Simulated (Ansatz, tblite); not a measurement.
Cost and result up the ladder for the cluster Cs2Br2 (the lowest singlet isomer of a short search) (4 atoms). Total charge 0; singlet. Geometry: PBE-D4/def2-SVP.

Cartesian coordinates in Å:
```
Cs 1.1733 -2.0637 0.3344
Cs -1.1623 2.0766 -0.2936
Br -1.9657 -0.9832 0.8375
Br 1.9546 0.9702 -0.8783
```

Ansatz on 4 threads of Arm Neoverse N1 on a shared host; xTB runs through tblite on one thread. Times are rough, summed over both states, and most runs start from the orbitals of an earlier one. B2PLYP/def2-TZVP serves as the yardstick here, not as an exact answer. The other state is a quintet at its own geometry, which has other bonds, so the gap mixes isomer and spin.

In the def2 sets Cs takes a core potential; there is no spin–orbit coupling. The xTB rows come from tblite. Correlated methods freeze 18 core orbitals; core or outer-core shells of Cs, Br are correlated, in sets that lack core-valence functions. At PBE0-D4/def2-TZVP a singlet of charge 0 lies 9.34 eV below the quintet, each at its own geometry. The structure comes from a short search, and lower isomers may exist.

Run but left out: LDA (SPW92)/def2-TZVP (quintet: an occupied level 0.11 eV above an empty one).

Correlated methods converge slowly with the basis.

xTB has no spin-polarisation term.

| level | functions | wall time | quintet − singlet (eV) | difference from B2PLYP/def2-TZVP (eV) |
| --- | --- | --- | --- | --- |
| GFN1-xTB | 26 | 0.008 s | 8.33 | -1.14 |
| GFN2-xTB | 26 | 0.01 s | 9.72 | 0.24 |
| PBE-D4/def2-TZVP (with forces) | 154 | 27 s | 9.22 | -0.25 |
| RPA@PBE/def2-TZVP | 154 | 31 s | 8.59 | -0.88 |
| PBE0-D4/def2-TZVP | 154 | 35 s | 9.34 | -0.13 |
| BHLYP-D4/def2-TZVP | 154 | 36 s | 8.99 | -0.49 |
| B2PLYP/def2-TZVP | 154 | 41 s | 9.47 | 0.00 |
